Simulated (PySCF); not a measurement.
Li(Me) cation (CH3Li), SMILES [Li][CH3] (connectivity only; charge and spin as stated), charge +1, multiplicity 2.

The structure is a stationary point at ωB97X-D3(BJ)/def2-TZVPD. The spin state was assumed, not searched. The isomer is the one that the SMILES or the coordinates give; other isomers of the formula were not compared.

These are C-PCM-ωB97X/def2-TZVPD (PySCF 2.14.0) values and carry that method's errors.

The values are the electrostatic part of the solvation free energy, E(continuum) − E(gas) at the gas-phase geometry, in a cavity of scaled van der Waals radii (PySCF's table); cavitation and dispersion terms are not included. A continuum can't describe solvent molecules that bind to the metal.

```csv
solvent,ε,ΔG(elec) (kcal/mol)
water,78.36,___
tetrahydrofuran,7.43,-58.8
ethylethanoate,5.99,-56.6
```

Problem. What belongs in the gaps? (The exact figures need the calculation; the answer reports its results.)

Solution. 
- water, ΔG(elec) (kcal/mol): -67.2
